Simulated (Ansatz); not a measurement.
Task: Predict a relaxed structure of [Gd(H2O)6]3+ (GdO6H12³⁺), charge 3, octet, at PBE-D4/def2-SVP (Ansatz).

Result: 
Cartesian coordinates in Å:
```
Gd -0.0001 0.0010 0.0007
O -1.3425 -1.9292 0.1734
H -1.0536 -2.8724 0.1861
H -2.3248 -1.9817 0.2480
O 1.3425 1.9304 -0.1803
H 2.3246 1.9820 -0.2600
H 1.0538 2.8737 -0.1943
O -0.1838 -0.0884 -2.3478
H -0.6750 -0.7468 -2.8943
H 0.2124 0.5233 -3.0128
O 0.1869 0.0913 2.3491
H -0.2059 -0.5215 3.0150
H 0.6780 0.7506 2.8947
O 1.9301 -1.3491 -0.0962
H 2.4867 -1.6683 0.6533
H 2.3697 -1.7259 -0.8950
O -1.9336 1.3458 0.1024
H -2.3716 1.7215 0.9027
H -2.4938 1.6635 -0.6451
```
Point group Th (tolerance 0.1 Å). The metal has 6 neighbours: O 2.36 Å, O 2.36 Å, O 2.36 Å, O 2.36 Å, O 2.36 Å, O 2.36 Å. This is one stationary point.

In the def2 sets Gd takes a core potential; there is no spin–orbit coupling.
